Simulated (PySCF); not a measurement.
hexafluoropropylene oxide (C₃F₆O), SMILES FC(C1(OC1(F)F)F)(F)F.

Coordinates come from a PBE0-D3(BJ)/def2-SVP optimisation.

All values below come from r2SCAN/def2-SVP (PySCF).

The molecule is in vacuum.

**Question.** Estimate the frontier levels, gap, dipole moment and polarisability. (The exact figures need the calculation; the answer reports its results.)

**Answer.** 
| Item | Value |
|---|---|
| highest occupied level | -8.57 eV |
| lowest empty level | 0.49 eV |
| orbital gap | 9.06 eV |
| dipole moment | 0.52 D |
| quadrupole, principal values (traceless, Buckingham form, about the centre of nuclear charge) | -0.94, -0.06, 1.00 D·Å |
| mean static polarisability | 32.4 bohr³ (4.80 Å³) |
| polarisability, principal values | 28.2, 31.2, 37.7 bohr³ |
